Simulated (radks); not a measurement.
Ionisation of neutral ruthenium, [Kr] 4d7 5s1, to [Kr] 4d7 as the strength of local exchange is varied. Calculated with a radial shooting solver on a logarithmic mesh with Libxc functionals: scalar-relativistic Kohn-Sham, Slater X-alpha exchange (alpha = 2/3 is LDA exchange), no correlation, spin-unpolarised, spherical densities, point nucleus.

alpha = 0.585: E(Ru) (hartree) -4506.89923; exchange (hartree) -109.01810; IE (eV) 6.260; -e of the level emptied (eV) 3.251 (5s); <r> of it (bohr) 3.510
alpha = 0.667: E(Ru) (hartree) -4522.23357; exchange (hartree) -124.72820; IE (eV) 6.671; -e of the level emptied (eV) 3.617 (5s); <r> of it (bohr) 3.431
alpha = 0.821: E(Ru) (hartree) -4551.17490; exchange (hartree) -154.51571; IE (eV) 7.477; -e of the level emptied (eV) 4.356 (5s); <r> of it (bohr) 3.289
alpha = 0.953: E(Ru) (hartree) -4576.12968; exchange (hartree) -180.34090; IE (eV) 8.204; -e of the level emptied (eV) 5.037 (5s); <r> of it (bohr) 3.175
alpha = 0.992: E(Ru) (hartree) -4583.52877; exchange (hartree) -188.02266; IE (eV) 8.424; -e of the level emptied (eV) 5.247 (5s); <r> of it (bohr) 3.143

NIST Atomic Spectra Database: 7.361 eV (measured). The Delta-SCF value meets it near alpha = 0.80. Spin polarisation and multiplet splitting are left out, so open shells lie too high by an amount that depends on their filling.

Beside tabulated values, note that spin-unpolarised runs miss the spin-polarisation part of the exchange energy of open shells.
